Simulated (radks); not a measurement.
Q: Neutral gold: order these configurations by energy. Method: Dirac Kohn-Sham, PBE, spin-unpolarised, spherical densities, finite nucleus; Fermi nuclear charge, rms radius of each element as measured or else 0.836 A^(1/3) + 0.57 fm; computed with a radial shooting solver on a logarithmic mesh with Libxc functionals. Sub-shells are occupied by j as written (lower j first in brackets). [Xe] 4f14 5d(3/2: 4, 5/2: 5) 6s1 6p(1/2: 1, 3/2: 0); [Xe] 4f14 5d(3/2: 4, 5/2: 5) 6s2; [Xe] 4f14 5d10 6p(1/2: 1, 3/2: 0); [Xe] 4f14 5d10 6s1.

A: From the lowest, in eV above it: [Xe] 4f14 5d10 6s1 0.000; [Xe] 4f14 5d(3/2: 4, 5/2: 5) 6s2 1.074; [Xe] 4f14 5d10 6p(1/2: 1, 3/2: 0) 4.779; [Xe] 4f14 5d(3/2: 4, 5/2: 5) 6s1 6p(1/2: 1, 3/2: 0) 6.290.
